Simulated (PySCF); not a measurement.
## Which element holds F most strongly?

PBE in PySCF with def2-TZVPPD on every atom (core potentials on Sb), for the lowest determinant that a PBE0 search found; no spin–orbit coupling. D0 is De less the harmonic zero-point energy.

```json
{"M": "B", "state (unpaired electrons)": "singlet (closed shell)", "Re (Å)": "1.277", "ωe (cm⁻¹)": "1350", "D0(MF) (eV)": "7.99"}
{"M": "As", "state (unpaired electrons)": "triplet (π ↑↑)", "Re (Å)": "1.771", "ωe (cm⁻¹)": "649", "D0(MF) (eV)": "4.60"}
{"M": "P", "state (unpaired electrons)": "triplet (π ↑↑)", "Re (Å)": "1.619", "ωe (cm⁻¹)": "804", "D0(MF) (eV)": "5.04"}
{"M": "Cu", "state (unpaired electrons)": "singlet (closed shell)", "Re (Å)": "1.760", "ωe (cm⁻¹)": "594", "D0(MF) (eV)": "4.32"}
{"M": "Ga", "state (unpaired electrons)": "singlet (closed shell)", "Re (Å)": "1.813", "ωe (cm⁻¹)": "580", "D0(MF) (eV)": "6.28"}
{"M": "Zn", "state (unpaired electrons)": "doublet (σ ↑)", "Re (Å)": "1.809", "ωe (cm⁻¹)": "559", "D0(MF) (eV)": "3.16"}
{"M": "Sb", "state (unpaired electrons)": "triplet (π ↑↑)", "Re (Å)": "1.952", "ωe (cm⁻¹)": "571", "D0(MF) (eV)": "4.49"}
```

Q: Order the elements by D0 and give the energy of CuF + Zn → ZnF + Cu.

A: B > Ga > P > As > Sb > Cu > Zn; ΔE = 4.32 − 3.16 = +1.16 eV at PBE/def2-TZVPPD. Close neighbours can swap at other levels.

Spin–orbit coupling is left out, which matters for elements this heavy, above all for dissociation energies. States were picked by a PBE0 search and need not be the measured ground states.
